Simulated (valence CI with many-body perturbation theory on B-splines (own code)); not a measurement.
# E1 transitions of Kr XXII

Calculated by configuration interaction combined with many-body perturbation theory (CI+MBPT): five valence electrons over a frozen Dirac-Fock core [Ne], a basis of 11 s, 11 p, 10 d, 8 f, 5 g, 2 h functions for each j, with the one-electron correlation potential Σ1 (screened to all orders), the two-electron term Σ2, the three-electron term Σ3, Breit, model QED; selected single and double excitations, second order for the rest, scaled by the run's own slope (own B-spline code, finite nucleus).

No measured spectrum was set against this ion. As an estimate, levels of excited configurations hold to 0.05 to 0.15 % of their energy, terms of the ground configuration to about 0.5 %. Among the levels kept, up to 3300 cm⁻¹ of a level comes from second order outside the variational space, and about a tenth of that is noise between levels of different J, which matters for small intervals.

Lines 51 to 100 of 596 in falling wavelength, among levels below 1923000 cm⁻¹, chosen from the strongest by gf and those to the six lowest levels. Wavelengths and rates use the calculated energies, so an error of 400 cm⁻¹ moves a line at 16.97 nm by 0.068 % and its rate by three times that or more. Electric multipoles are in the length gauge with retardation, E1 and E2 with the static RPA response of the core. Weak lines are less certain than strong ones. Lines between different terms over intervals too small for the method are left out, as are lines whose strength nearly cancels. Where a level lies close to another of its J and parity, the split of strength between their lines is uncertain. The highest levels of a list are the least certain.

Names give the largest LS component (configuration and term), which can be under half, so a name can repeat, a term be missing and a line seem to break the LS rules; names also repeat where a configuration has a term twice. Letters in brackets count levels of one name in rising energy.

```
λ vac (nm)                  Upper                  Lower   A (s⁻¹)  S (a.u.)
     16.97  3s 3p3 3d 2G°_7/2 [b]  3s2 3p2 3d 2G_7/2 [b]  2.49e+09  4.80e-02
     16.78          3p4 3d 2G_7/2      3s 3p3 3d 4G°_7/2  3.18e+09  5.94e-02
     16.76      3s 3p3 3d 4G°_5/2  3s2 3p2 3d 4F_3/2 [a]  7.73e+09  1.08e-01
     16.73          3p4 3d 4D_1/2  3s 3p3 3d 4D°_3/2 [a]  1.09e+10  5.05e-02
     16.65  3s 3p3 3d 4D°_7/2 [c]      3s2 3p2 3d 4D_5/2  6.33e+09  1.15e-01
     16.64  3s 3p3 3d 2G°_9/2 [b]      3s2 3p2 3d 2G_9/2  1.88e+10  4.28e-01
     16.62  3s 3p3 3d 4D°_3/2 [d]  3s2 3p2 3d 2D_3/2 [a]  5.30e+09  4.81e-02
     16.48  3s2 3p2 3d 2P_1/2 [a]        3s2 3p3 2P°_3/2  1.30e+10  5.73e-02
     16.47  3s2 3p2 3d 4F_3/2 [a]        3s2 3p3 2D°_5/2  4.40e+09  3.88e-02
     16.45      3s2 3p2 3d 4D_5/2        3s2 3p3 2P°_3/2  1.62e+08  2.14e-03
     16.41          3p4 3d 4D_7/2  3s 3p3 3d 4D°_7/2 [a]  8.89e+09  1.55e-01
     16.39  3s 3p3 3d 2D°_5/2 [d]  3s2 3p2 3d 2D_5/2 [a]  4.18e+09  5.45e-02
     16.36  3s 3p3 3d 2P°_1/2 [c]  3s2 3p2 3d 2D_3/2 [c]  1.18e+10  5.08e-02
     16.25  3s 3p3 3d 2D°_5/2 [c]  3s2 3p2 3d 2G_7/2 [a]  5.21e+09  6.62e-02
     16.24  3s 3p3 3d 4F°_5/2 [b]      3s2 3p2 3d 4D_3/2  4.97e+09  6.31e-02
     16.24  3s 3p3 3d 4D°_7/2 [b]  3s2 3p2 3d 2F_7/2 [a]  3.42e+09  5.79e-02
     16.23  3s 3p3 3d 2G°_7/2 [b]  3s2 3p2 3d 2G_7/2 [a]  1.53e+10  2.58e-01
     16.21          3p4 3d 4D_5/2  3s 3p3 3d 4D°_5/2 [a]  5.99e+09  7.55e-02
     16.14  3s 3p3 3d 4F°_9/2 [b]      3s2 3p2 3d 4F_9/2  9.42e+09  1.96e-01
     16.14  3s 3p3 3d 2D°_5/2 [a]      3s2 3p2 3d 4F_5/2  3.90e+09  4.85e-02
     16.09  3s2 3p2 3d 4F_3/2 [b]        3s2 3p3 2D°_5/2  7.99e+09  6.58e-02
     16.05  3s 3p3 3d 2G°_9/2 [b]  3s2 3p2 3d 2G_7/2 [b]  1.01e+10  2.07e-01
     16.04  3s 3p3 3d 2P°_1/2 [b]      3s2 3p2 3d 4P_1/2  1.51e+10  6.16e-02
     16.01  3s 3p3 3d 4D°_7/2 [e]      3s2 3p2 3d 4P_5/2  7.34e+09  1.19e-01
     15.98  3s 3p3 3d 4D°_5/2 [d]      3s2 3p2 3d 4P_3/2  8.46e+09  1.02e-01
     15.96  3s 3p3 3d 4D°_3/2 [d]      3s2 3p2 3d 4P_3/2  8.57e+09  6.88e-02
     15.95  3s 3p3 3d 2F°_5/2 [d]  3s2 3p2 3d 2F_5/2 [b]  7.67e+09  9.22e-02
     15.93  3s 3p3 3d 4D°_3/2 [c]      3s2 3p2 3d 4D_5/2  5.44e+09  4.35e-02
     15.91  3s 3p3 3d 4D°_7/2 [b]      3s2 3p2 3d 4F_7/2  3.23e+09  5.14e-02
     15.89  3s 3p3 3d 4D°_5/2 [b]      3s2 3p2 3d 4F_7/2  5.93e+09  7.05e-02
     15.86  3s 3p3 3d 2D°_3/2 [a]  3s2 3p2 3d 2F_5/2 [a]  8.55e+09  6.74e-02
     15.84  3s 3p3 3d 4P°_3/2 [a]      3s2 3p2 3d 4F_5/2  1.05e+10  8.21e-02
     15.80      3s2 3p2 3d 4D_1/2        3s2 3p3 2P°_1/2  3.25e+09  1.27e-02
     15.80  3s 3p3 3d 2F°_7/2 [c]  3s2 3p2 3d 2D_5/2 [b]  7.54e+09  1.17e-01
     15.73  3s 3p3 3d 2P°_3/2 [b]  3s2 3p2 3d 2D_5/2 [a]  7.99e+09  6.14e-02
     15.73      3s2 3p2 3d 4F_5/2        3s2 3p3 2D°_5/2  5.17e+08  5.95e-03
     15.72  3s2 3p2 3d 4F_3/2 [a]        3s2 3p3 2D°_3/2  1.00e+09  7.71e-03
     15.70  3s 3p3 3d 4F°_9/2 [b]  3s2 3p2 3d 2F_7/2 [a]  7.02e+09  1.34e-01
     15.70  3s 3p3 3d 2F°_5/2 [b]  3s2 3p2 3d 2D_3/2 [a]  7.56e+09  8.66e-02
     15.68  3s 3p3 3d 2D°_5/2 [e]  3s2 3p2 3d 2D_5/2 [b]  1.34e+10  1.53e-01
     15.67      3s 3p3 3d 6D°_3/2          3s 3p4 4P_5/2  3.19e+08  2.42e-03
     15.66  3s 3p3 3d 4D°_7/2 [b]  3s2 3p2 3d 2F_5/2 [a]  4.68e+09  7.11e-02
     15.65  3s 3p3 3d 4D°_5/2 [d]      3s2 3p2 3d 4P_5/2  1.21e+10  1.37e-01
     15.63          3s 3p4 2D_3/2        3s2 3p3 4S°_3/2  5.64e+08  4.25e-03
     15.63      3s 3p3 3d 6D°_5/2          3s 3p4 4P_5/2  4.53e+08  5.13e-03
     15.61  3s 3p3 3d 4P°_5/2 [b]  3s2 3p2 3d 2F_7/2 [a]  1.09e+10  1.23e-01
     15.60  3s 3p3 3d 2F°_5/2 [c]  3s2 3p2 3d 2D_5/2 [a]  5.27e+09  5.93e-02
     15.57  3s 3p3 3d 2F°_7/2 [a]  3s2 3p2 3d 2F_7/2 [a]  1.36e+10  2.03e-01
     15.56  3s 3p3 3d 2D°_3/2 [c]      3s2 3p2 3d 4P_3/2  7.00e+09  5.21e-02
     15.56  3s 3p3 3d 4D°_7/2 [c]      3s2 3p2 3d 4F_7/2  4.74e+09  7.06e-02
```
